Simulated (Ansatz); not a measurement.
Geometry optimisation, RKS PBE0-D4/6-31G* in Ansatz.

Input:

```yaml
crystal:
  periodic: [false, false, false]
  atoms:
    - { symbol: B, position_ang: [-0.024335, 0.639223, -0.395232] }
    - { symbol: H, position_ang: [0.146028, -0.299437, 1.812075] }
    - { symbol: "N", position_ang: [1.238786, 0.118239, -0.702167] }
    - { symbol: H, position_ang: [1.356645, -0.786547, -1.128324] }
    - { symbol: H, position_ang: [2.10176, 0.596174, -0.495502] }
    - { symbol: Cl, position_ang: [-1.478088, -0.310057, -0.827733] }
    - { symbol: "N", position_ang: [-0.24193, 1.953514, 0.239379] }
    - { symbol: H, position_ang: [-1.165847, 2.277824, 0.470981] }
    - { symbol: H, position_ang: [0.508808, 2.539827, 0.564986] }
    - { symbol: H, position_ang: [-0.052825, 0.379338, 1.863937] }
basis:
  gaussian: { orbitals: "6-31G*" }
hamiltonian:
  xc: pbe0
  dispersion: d4
relax:
  f_tol: 0.03
  max_steps: 50
```

Run as:

```bash
$ ansatz run input.yaml --threads 2 --pin off --max-ram 3072MiB --backend cpu --events-out ev --progress --plain --runs-dir out
```

Question: Where does it end, and by what steps?

Answer: The forces met the threshold. The force dipped under the threshold on the way, but the program's further checks kept it going. After 22 steps the energy has fallen by 0.336 eV; H2 moved furthest, 1.46 Å.

```csv
step,energy less start (eV),largest force component (eV/Å),accepted
0,0.0000,2.128,yes
1,-0.2059,0.755,yes
2,-0.2775,0.336,yes
3,-0.3057,0.245,yes
4,-0.3151,0.058,yes
5,-0.3208,0.063,yes
6,-0.3015,0.945,no
7,-0.3250,0.099,yes
8,-0.3236,0.401,no
9,-0.3267,0.064,yes
10,-0.3279,0.064,yes
11,-0.3291,0.112,yes
12,-0.3293,0.243,yes
13,-0.3316,0.126,yes
14,-0.3320,0.179,yes
15,-0.3337,0.059,yes
16,-0.3342,0.097,yes
17,-0.3349,0.043,yes
18,-0.3353,0.006,yes
19,-0.3356,0.014,yes
20,-0.3354,0.102,no
21,-0.3357,0.018,yes
22,-0.3358,0.028,yes
```

```xyz
10
Properties=species:S:1:pos:R:3
B -0.006 0.689 -0.716
H 0.034 0.005 3.233
N 1.260 0.205 -1.088
H 1.371 -0.534 -1.762
H 2.123 0.538 -0.690
Cl -1.445 -0.041 -1.506
N -0.231 1.705 0.235
H -1.155 2.043 0.446
H 0.510 2.207 0.699
H -0.072 0.290 2.552
```

Whether the end is a true minimum wasn't checked by a vibrational analysis.

The run took 39 s on 2 threads of Arm Neoverse V2, on a shared host, peak memory 0.15 GiB.
